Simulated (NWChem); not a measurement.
## Correlation energy of OP

```
P
O 1 1.4991
```
Charge 0, spin multiplicity 2.

All runs are NWChem calculations. Structure: optimised with UB3LYP/def2-SVP, a minimum by its harmonic frequencies.

Basis set: cc-pVTZ. Each correlation energy counts from its own Hartree-Fock reference.

The correlated methods keep 6 core orbitals frozen. The structure started from a generated list of species. The unpaired electrons of the parent sit in orbitals of symmetry b2 (C2v labels of the run); other states weren't searched. The stability of the SCF solutions was not checked. Open-shell Hartree-Fock references start from PBE0 orbitals. Coupled-cluster values serve here as a point of comparison, not as the truth.

Q: One of these methods gave a correlation energy of -386.7 mHa. Which?
(A) CCSD(T) on UHF
(B) CCSD on UHF
(C) CCSD[T] on UHF
(D) CCSD on ROHF

A: C, CCSD[T] on UHF. The others give -384.7 (CCSD(T) on UHF), -371.6 (CCSD on ROHF), -365.5 (CCSD on UHF).
